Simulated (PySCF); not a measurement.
Ce(SH)3 relaxed at several levels

Computed with PySCF 2.14.0, def2-SVP on the ligands, density fitting, scalar-relativistic core potentials, no spin-orbit coupling, vacuum. Each row is relaxed at its own level from the same template. Distances are means of the shortest metal–ligand contacts, charges and spins Mulliken's; removal energies are rigid, with the ligand's formal charge and no counterpoise, so too large; for an anion taken off a cation in vacuum most of it is the attraction of opposite charges, and multiply charged cations can part far more cheaply with an electron moved from ligand to metal. lcecp potentials hold a fixed number of 4f electrons in the core, out of states, spins and gaps.

```tsv
level	basis on the metal	point group	M–SH (Å)	charge on M (e)	dipole (D)	removal of one SH (eV)	strongest infrared band, degenerate modes summed (cm⁻¹)	unstable modes (below −25 cm⁻¹)
BP86	lcecp-1-SVP with ECP47	C3	2.702	0.73	2.16	8.68	299	0
r2SCAN	lcecp-1-SVP with ECP47	C3	2.698	0.88	2.37	8.70	–	not given
```

Problem. What does the calculation give for PBE0, lcecp-1-SVP with ECP47?

Solution. point group: C3, M–SH (Å): 2.692, charge on M (e): 0.90, dipole (D): 0.64, removal of one SH (eV): 8.73, strongest infrared band, degenerate modes summed (cm⁻¹): 309, unstable modes (below −25 cm⁻¹): 0.
```xyz
7

Ce    0.0000    0.0000    0.8786
S     2.6593   -0.4011    0.9872
H     2.9830    0.9142    1.0116
S    -0.9823    2.5036    0.9872
H    -2.2832    2.1262    1.0116
S    -1.6770   -2.1025    0.9872
H    -0.6998   -3.0404    1.0116
```

Moved off a saddle point of the template and relaxed again: BP86, PBE0, r2SCAN. One start shape was tried for each, so a minimum needn't be the lowest isomer.
